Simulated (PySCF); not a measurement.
CH₆OSi (SMILES C[SiH2]O), singlet, at a GFN2-xTB geometry; B3LYP/def2-SVP, polarisability run with PySCF.

Here is a job for PySCF.
```python
from pyscf import gto, scf, dft
from pyscf.prop import polarizability

mol = gto.M(
    atom='''
Si   -0.173983    0.458369    0.184562
C     1.565465   -0.269902   -0.038713
O    -1.323867   -0.553635   -0.368900
H    -0.397832    1.625983   -0.656551
H    -0.389348    0.731492    1.610249
H     1.713503   -1.161687    0.566309
H     2.329065    0.445080    0.249722
H     1.749830   -0.544005   -1.074306
H    -1.371316   -1.465537   -0.095823
''',
    basis='def2-svp',
    charge=0,
    spin=0,
    verbose=4,
)

mf = dft.RKS(mol)
mf.xc = 'b3lyp'
mf.kernel()
alpha = mf.Polarizability().polarizability()[2, 2]
print('alpha_zz =', alpha)
```

Problem. Write the output that PySCF gives for this input, abridged.

Solution. 
```
site-packages/pyscf/prop/efg/rhf.py:45: UserWarning: Module EFG is under testing
  warnings.warn('Module EFG is under testing')
site-packages/pyscf/prop/efg/dhf.py:30: UserWarning: Module EFG is under testing
  warnings.warn('Module EFG is under testing')
site-packages/pyscf/prop/zfs/uhf.py:40: UserWarning: Module ZFS is under testing
  warnings.warn('Module ZFS is under testing')
site-packages/pyscf/prop/gtensor/uhf.py:43: UserWarning: Module g-tensor is under testing
  warnings.warn('Module g-tensor is under testing')
site-packages/pyscf/prop/gtensor/uks.py:41: UserWarning: Module g-tensor is under testing
  warnings.warn('Module g-tensor is under testing')
site-packages/pyscf/prop/hfc/uks.py:35: UserWarning: Module HFC is under testing
  warnings.warn('Module HFC is under testing')
site-packages/pyscf/prop/magnetizability/rhf.py:39: UserWarning: Module magnetizability is under testing
  warnings.warn('Module magnetizability is under testing')
site-packages/pyscf/prop/magnetizability/uhf.py:37: UserWarning: Module magnetizability is under testing
  warnings.warn('Module magnetizability is under testing')
site-packages/pyscf/prop/magnetizability/rks.py:37: UserWarning: Module magnetizability is under testing
  warnings.warn('Module magnetizability is under testing')
site-packages/pyscf/prop/magnetizability/uks.py:39: UserWarning: Module magnetizability is under testing
  warnings.warn('Module magnetizability is under testing')
site-packages/pyscf/prop/polarizability/uhf.py:34: UserWarning: Module polarizability is under testing
  warnings.warn('Module polarizability is under testing')
site-packages/pyscf/prop/polarizability/rks.py:29: UserWarning: Module polarizability is under testing
  warnings.warn('Module polarizability is under testing')
site-packages/pyscf/prop/polarizability/uks.py:29: UserWarning: Module polarizability is under testing
  warnings.warn('Module polarizability is under testing')
PySCF version 2.14.0

[INPUT] verbose = 4
[INPUT] num. atoms = 9
[INPUT] num. electrons = 34
[INPUT] charge = 0
[INPUT] spin (= nelec alpha-beta = 2S) = 0
[INPUT] symmetry False subgroup None
[INPUT] Mole.unit = angstrom
[INPUT] Symbol           X                Y                Z      unit          X                Y                Z       unit  Magmom
[INPUT]  1 Si    -0.173983000000   0.458369000000   0.184562000000 AA   -0.328780220330   0.866191873991   0.348771633002 Bohr   0.0
[INPUT]  2 C      1.565465000000  -0.269902000000  -0.038713000000 AA    2.958300107592  -0.510040860472  -0.073156967460 Bohr   0.0
[INPUT]  3 O     -1.323867000000  -0.553635000000  -0.368900000000 AA   -2.501746055350  -1.046218522974  -0.697119967352 Bohr   0.0
[INPUT]  4 H     -0.397832000000   1.625983000000  -0.656551000000 AA   -0.751793523588   3.072662553199  -1.240701576809 Bohr   0.0
[INPUT]  5 H     -0.389348000000   0.731492000000   1.610249000000 AA   -0.735761087147   1.382319542310   3.042929602355 Bohr   0.0
[INPUT]  6 H      1.713503000000  -1.161687000000   0.566309000000 AA    3.238051383621  -2.195270272468   1.070168911876 Bohr   0.0
[INPUT]  7 H      2.329065000000   0.445080000000   0.249722000000 AA    4.401294976310   0.841079303521   0.471906187279 Bohr   0.0
[INPUT]  8 H      1.749830000000  -0.544005000000  -1.074306000000 AA    3.306699464548  -1.028020460394  -2.030144113977 Bohr   0.0
[INPUT]  9 H     -1.371316000000  -1.465537000000  -0.095823000000 AA   -2.591411670234  -2.769463555417  -0.181079226434 Bohr   0.0

nuclear repulsion = 117.314665567368
number of shells = 38
number of NR pGTOs = 126
number of NR cGTOs = 76
basis = def2-svp
ecp = {}

******** <class 'pyscf.dft.rks.RKS'> ********
method = RKS
initial guess = minao
damping factor = 0
level_shift factor = 0
DIIS = <class 'pyscf.scf.diis.CDIIS'>
diis_start_cycle = 1
diis_space = 8
diis_damp = 0
SCF conv_tol = 1e-09
SCF conv_tol_grad = None
SCF max_cycles = 50
direct_scf = True
direct_scf_tol = 1e-13
XC library pyscf.dft.libxc version 7.1.2
    S. Lehtola, C. Steigemann, M. J. T. Oliveira, and M. A. L. Marques,  SoftwareX 7, 1–5 (2018)
XC functionals = b3lyp
    P. J. Stephens, F. J. Devlin, C. F. Chabalowski, and M. J. Frisch,  J. Phys. Chem. 98, 11623 (1994)
radial grids:
    Treutler-Ahlrichs [JCP 102, 346 (1995); DOI:10.1063/1.469408] (M4) radial grids

becke partition: Becke, JCP 88, 2547 (1988); DOI:10.1063/1.454033
pruning grids: <function nwchem_prune>
grids dens level: 3
symmetrized grids: False
atomic radii adjust function: <function treutler_atomic_radii_adjust>
small_rho_cutoff = 0
Set gradient conv threshold to 3.16228e-05
Initial guess from minao.
tot grids = 106232
init E= -406.309909478791
  HOMO = -0.357986777517834  LUMO = -0.0214945656740642  gap/eV = 9.15642
cycle= 1 E= -406.190591079288  delta_E= 0.119  |g|= 0.79  |ddm|= 2.73
  HOMO = -0.142554469082076  LUMO = 0.0604796801109506  gap/eV = 5.52484
cycle= 2 E= -406.003883376953  delta_E= 0.187  |g|= 1.25  |ddm|= 1.85
  HOMO = -0.289209255312633  LUMO = 0.0291763236754763  gap/eV = 8.66371
cycle= 3 E= -406.310664427024  delta_E= -0.307  |g|= 0.107  |ddm|= 1.31
  HOMO = -0.29355713831749  LUMO = 0.032605423325673  gap/eV = 8.87534
cycle= 4 E= -406.312946088537  delta_E= -0.00228  |g|= 0.0446  |ddm|= 0.131
  HOMO = -0.291544840796315  LUMO = 0.0337999398305433  gap/eV = 8.85308
cycle= 5 E= -406.313463207006  delta_E= -0.000517  |g|= 0.0053  |ddm|= 0.0442
  HOMO = -0.291748768184478  LUMO = 0.0335811481146724  gap/eV = 8.85268
cycle= 6 E= -406.313471007892  delta_E= -7.8e-06  |g|= 0.000631  |ddm|= 0.00649
  HOMO = -0.291809679308403  LUMO = 0.0335424552426562  gap/eV = 8.85328
cycle= 7 E= -406.313471107415  delta_E= -9.95e-08  |g|= 0.000116  |ddm|= 0.000892
  HOMO = -0.291805084118576  LUMO = 0.0335490297320744  gap/eV = 8.85334
cycle= 8 E= -406.313471111568  delta_E= -4.15e-09  |g|= 2.88e-05  |ddm|= 0.000202
  HOMO = -0.291809270374904  LUMO = 0.0335461094874976  gap/eV = 8.85337
cycle= 9 E= -406.31347111181  delta_E= -2.43e-10  |g|= 5.52e-06  |ddm|= 4.11e-05
  HOMO = -0.291807797880063  LUMO = 0.0335470523456523  gap/eV = 8.85336
Extra cycle  E= -406.313471111814  delta_E= -3.64e-12  |g|= 6.29e-06  |ddm|= 1.16e-05
converged SCF energy = -406.313471111814
Isotropic polarizability 36.2959692682
Polarizability anisotropy 2.60833237454
alpha_zz = 34.800578133293584
```
